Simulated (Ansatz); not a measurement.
`[SiH3][CH2][GeH2][PH2]` → `C[SiH2][GeH2][PH2]`  (isomerisation)

Calculated with Ansatz (gas phase, PBE0-D4/def2-TZVP geometries, no zero-point term in ΔE). CCSD(T)/CBS adds triple-zeta CCSD(T) − MP2 to the extrapolated MP2 energy (def2 sets, frozen cores). DFT in def2-TZVPP. B3LYP here is the variant with VWN-RPA as its local correlation; programs differ in this. For Ge outer-core shells are correlated without core-valence functions, which leaves a few kJ/mol of doubt a bond. Scalar relativity is left out up to krypton. Each species was taken in one conformer, which may not be the lowest.

(1) Is it downhill or uphill in electronic energy at CCSD(T)/CBS, and by how much? (Estimate.)

(2) What do these levels give: PBE0-D4, B3LYP-D4, r2SCAN, SCS-MP2/def2-TZVPP, CCSD(T)/def2-TZVPP, MP2/CBS(def2)? (Best estimate.)

Largest T1 diagnostic among the species: 0.012.

Answers

(1) The calculation gave: Downhill: ΔE = -24.5 kJ/mol.

(2) Computed: PBE0-D4 -34.7, B3LYP-D4 -31.0, r2SCAN -32.2, SCS-MP2/def2-TZVPP -17.8, CCSD(T)/def2-TZVPP -22.4, MP2/CBS(def2) -21.1 kJ/mol.
